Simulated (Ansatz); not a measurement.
`c1ccc(-c2ccc(-c3ccccc3)cc2)cc1`, relaxed as a singlet with RKS r2SCAN-D4/def2-SVP in Ansatz, starting from the GFN2-xTB geometry. Force threshold 0.03 eV/Å.

Start:

```
atom   x (Å)   y (Å)   z (Å)
  C1   4.153   1.891   3.339
  C2   4.069   2.320   2.024
  C3   3.058   1.852   1.204
  C4   2.106   0.964   1.695
  C5   1.026   0.471   0.826
  C6   1.317  -0.099  -0.410
  C7   0.304  -0.581  -1.216
  C8  -1.027  -0.467  -0.827
  C9  -2.108  -0.961  -1.696
 C10  -3.174  -0.133  -2.036
 C11  -4.183  -0.596  -2.860
 C12  -4.151  -1.895  -3.338
 C13  -3.099  -2.728  -2.995
 C14  -2.078  -2.262  -2.188
 C15  -1.319   0.122   0.400
 C16  -0.304   0.565   1.225
 C17   2.192   0.546   3.020
 C18   3.215   0.999   3.832
 H19   4.946   2.251   3.977
 H20   4.794   3.020   1.637
 H21   2.989   2.190   0.180
 H22   2.346  -0.183  -0.728
 H23   0.541  -1.033  -2.169
 H24  -3.196   0.882  -1.667
 H25  -4.997   0.060  -3.132
 H26  -4.943  -2.257  -3.976
 H27  -3.077  -3.745  -3.358
 H28  -1.260  -2.914  -1.915
 H29  -2.349   0.209   0.715
 H30  -0.541   1.010   2.181
 H31   1.463  -0.154   3.402
 H32   3.284   0.655   4.853
```

```tsv
step	energy (eV)	largest force component (eV/Å)	SCF passes
1	-18869.9947	0.513	22
2	-18870.1418	0.158	20
3	-18870.1776	0.072	19
4	-18870.1815	0.255	19
5	-18870.1970	0.087	21
6	-18870.2022	0.028	20
7	-18870.2063	0.033	18
8	-18870.2073	0.031	19
9	-18870.2075	0.009	22
```

Force components are those of the run's own axes.

End:

```xyz
32

C     4.207    1.919    3.384
C     4.314    2.031    1.994
C     3.290    1.563    1.169
C     2.134    0.973    1.716
C     1.047    0.477    0.842
C     1.326   -0.108   -0.407
C     0.303   -0.577   -1.229
C    -1.047   -0.477   -0.842
C    -2.133   -0.973   -1.716
C    -3.373   -0.307   -1.778
C    -4.397   -0.774   -2.603
C    -4.207   -1.919   -3.384
C    -2.982   -2.592   -3.332
C    -1.957   -2.124   -2.508
C    -1.326    0.111    0.406
C    -0.303    0.575    1.230
C     2.040    0.868    3.117
C     3.066    1.335    3.941
H     5.010    2.286    4.030
H     5.198    2.496    1.548
H     3.371    1.682    0.085
H     2.365   -0.215   -0.732
H     0.553   -1.014   -2.200
H    -3.523    0.606   -1.194
H    -5.348   -0.234   -2.644
H    -5.011   -2.285   -4.030
H    -2.827   -3.495   -3.930
H    -1.013   -2.674   -2.454
H    -2.363    0.188    0.745
H    -0.555    1.040    2.187
H     1.164    0.387    3.563
H     2.976    1.232    5.027
```

By distances, no bond broke or formed. The bond that changes most is C4–C17, from 1.39 to 1.41 Å (atoms count from 1).

The force fell under the threshold at step 6, but the optimiser went on and released 0.005 eV more. No frequencies were taken in this run, so the end may be a saddle point.

Run time 30 s (2 threads of AMD EPYC 7R13 on a shared host and a share (18 GiB) of an NVIDIA H100 80GB HBM3).
